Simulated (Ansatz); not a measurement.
A nudged elastic band was laid between two geometries of Cl₃HSi (5 atoms, charge 0, multiplicity 1).

Method: RKS BHLYP-D4/def2-SVP (Ansatz 0.2.0).

```
movable images  : 5
climbing image  : yes
spring          : 5.0 eV/Å²
optimiser       : quadratic models (default)
start path      : through a guess of the saddle point
force threshold : 0.03 eV/Å
iteration limit : 60
end points      : relaxed
```

First end point:

```xyz
5
Properties=species:S:1:pos:R:3
Si 0.164 0.000 0.249
H -0.079 0.000 1.691
Cl 2.172 0.000 -0.111
Cl -0.669 1.663 -0.589
Cl -0.669 -1.663 -0.589
```

Last end point:

```xyz
5
Properties=species:S:1:pos:R:3
Si -1.098 0.000 0.088
H 1.702 0.000 2.122
Cl 1.945 0.000 0.865
Cl -0.814 1.615 -1.212
Cl -0.814 -1.615 -1.212
```

(1) What changes between the two ends?

(2) What energy profile does the band end with?

(3) What is the geometry of the highest image?

The band took 12 iterations and about 3 core-minutes.

## Answers

(1) Bonds broken: Si1–H2, Si1–Cl3. Bonds formed: H2–Cl3. Cl3HSi becomes Cl2Si + ClH.

(2) It converged. The highest image is number 3 of 0 to 6, 3.27 eV above the first end and 0.91 eV above the last; the last end lies 2.36 eV above the first. Neighbouring images differ by up to 1.6 eV, so the band resolves the path poorly. A vibrational analysis at the climbing image gives one clearly imaginary mode, 1167i cm⁻¹: a first-order saddle point. The orbitals stay closed-shell, which can raise the energy where a bond breaks towards radicals; this wasn't checked here.

```
image  path coordinate (Å)  energy (eV)  Si1–H2 (Å)  Si1–Cl3 (Å)  H2–Cl3 (Å)
    0                 0.00         0.00        1.46         2.04        2.88
    1                 0.45         0.43        1.45         2.06        2.45
    2                 0.90         2.05        1.46         2.24        2.00
    3                 1.36         3.27        1.61         2.53        1.61
    4                 1.89         2.61        2.19         2.93        1.30
    5                 2.42         2.41        2.83         3.10        1.28
    6                 2.95         2.36        3.46         3.14        1.28
```

(3) 
```xyz
5
Properties=species:S:1:pos:R:3
Si -0.405 0.000 0.365
H 0.832 0.000 1.402
Cl 2.122 0.000 0.444
Cl -0.814 1.650 -0.780
Cl -0.814 -1.650 -0.780
```

The run took 3 min on 1 thread of Intel(R) Xeon(R) Platinum 8488C (Sapphire Rapids), on a shared host, peak memory 0.2 GiB.
